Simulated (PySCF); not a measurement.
2-bromo-1,1-difluoroethane (C2H3BrF2), SMILES FC(F)CBr.

Geometry: PBE0-D3(BJ)/def2-SVP. The values are those of a single conformer.

Two levels are set side by side: TDA-PBE/def2-SVPD (PySCF) and TDA-B3LYP/def2-SVPD (PySCF). Vertical, same geometry. The lowest singlet is HOMO→LUMO 98 % with PBE and HOMO→LUMO 98 % with the other functional; states are paired by order. Differences are taken from unrounded values.

```
quantity                               TDA-B3LYP  TDA-PBE  TDA-PBE minus TDA-B3LYP
-------------------------------------  ---------  -------  -----------------------
lowest singlet excitation (eV)              6.12     5.89                    -0.23
lowest triplet excitation (TDA) (eV)        5.42     5.21                    -0.21
first bright state (f over 0.05) (eV)       7.65     7.22                    -0.43
its oscillator strength                     0.07     0.05                    -0.02
```

A lower first singlet is the usual sign of a functional without exact exchange. Differences between two approximate levels are no errors against the true value.

Rough cost on one machine, each run with all the roots and properties that it gave: TDA-B3LYP against TDA-PBE within a factor of 2.
